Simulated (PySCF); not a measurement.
Species: C7H13Al.
Numbering: `[CH2:1]=[C:2]([CH3:3])[C@H:4]1[CH2:5][CH2:6][CH2:7][AlH:8]1` (hydrogens: H9, H10 on C1; H11, H12, H13 on C3; H14 on C4; H15, H16 on C5; H17, H18 on C6; H19, H20 on C7; H21 on Al8)

All values: B3LYP/def2-SVPD (PySCF, non-relativistic), on one gas-phase PBE0-D3(BJ)/def2-SVP geometry that isn't relaxed in the solvent. The solvent is an IEF-PCM continuum (cavity from Bondi-type radii × 1.2). Specific hydrogen bonds and non-electrostatic terms are outside this model.

Gas phase at B3LYP/def2-SVPD: HOMO -5.96 eV, LUMO -1.27 eV, dipole 1.03 D.

Q: What does the continuum do to the energy, the frontier levels and the dipole at B3LYP/def2-SVPD in acetonitrile and water?

A: 
| solvent | ε | E(solvent) − E(gas) (kcal/mol) | polarisation term (kcal/mol) | distortion of the solute (kcal/mol) | HOMO (eV) | LUMO (eV) | dipole (D) |
| --- | --- | --- | --- | --- | --- | --- | --- |
| acetonitrile | 35.69 | -4.16 | -4.90 | 0.74 | -5.85 | -0.79 | 1.63 |
| water | 78.36 | -4.29 | -5.08 | 0.79 | -5.85 | -0.78 | 1.65 |

The first energy column is the sum of the next two and covers electrostatics alone. From acetonitrile to water the lowering changes by a factor 1.03, Onsager's factor (ε − 1)/(2ε + 1) by 1.02 and ε itself by 2.2.

Q: Which radius a makes the point-dipole formula ΔE = −[(ε − 1)/(2ε + 1)]·μ²/a³ give the value in water, with the gas-phase dipole?

A: μ = 0.406 au and |ΔE| = 0.00683 Eh give a = 1.21 Å; the farthest nucleus lies 3.65 Å from the centroid of the nuclei, so such a sphere wouldn't even hold the nuclei. The formula assumes a rigid point dipole at the centre of a sphere.

Q: How does the static polarisability (B3LYP/def2-SVPD, frozen core, with the continuum's full static response) change?

A: 
```csv
medium,isotropic (au),principal values (au),⟨r²⟩ of the electrons (bohr²)
gas,112.4,"96.5, 113.5, 127.1",1323.0
acetonitrile,159.2,"141.3, 162.8, 173.6",1324.6
water,160.9,"143.0, 164.3, 175.4",1324.6
```

The isotropic value in water is 1.43 times the gas-phase one; no cavity-field correction is applied. ⟨r²⟩ is taken about the centre of nuclear charge.

Time: 90 s of wall time; peak memory 1.2 GiB. Hardware: an Arm Neoverse N1 with one thread, shared host with 64 logical CPUs at a one-minute load of 24. This is the whole response run at B3LYP/def2-SVPD in water, SCF included.
